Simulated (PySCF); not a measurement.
Excitation energy of Ni²⁺ by level of theory

Ni²⁺ [Ar] 3d8 (3F) → Ni²⁺ [Ar] 3d7 4s1 (5F), as a difference of total energies. All numbers are calculated (PySCF 2.14, no relativity, point nucleus, in def2-QZVPPD (11s6p5d4f2g, 100 functions)). Correlated levels: valence: [Ar] frozen; valence and next inner shell: [Ne] frozen. The calculations carry no spin-orbit coupling.

```
                                method  excitation energy (eV)
                                   UHF                   5.649
                                   LDA                   7.370
                                   PBE                   7.169
                                  PBE0                   7.024
                                r2SCAN                   7.084
                                  BLYP                   7.103
                                 B3LYP                   7.042
                                B2PLYP                   7.051
                                  BP86                   7.256
                         MP2 (valence)                   7.281
                     SCS-MP2 (valence)                   7.444
    MP2 (valence and next inner shell)                   7.533
SCS-MP2 (valence and next inner shell)                   7.531
```

Problem. How much does correlation contribute at MP2 (valence and next inner shell)?

Solution. 7.533 − (5.649) = 1.884 eV, measured against UHF.

A first-order spin-orbit estimate (lowest level to lowest level, LS coupling) adds -0.011 eV.
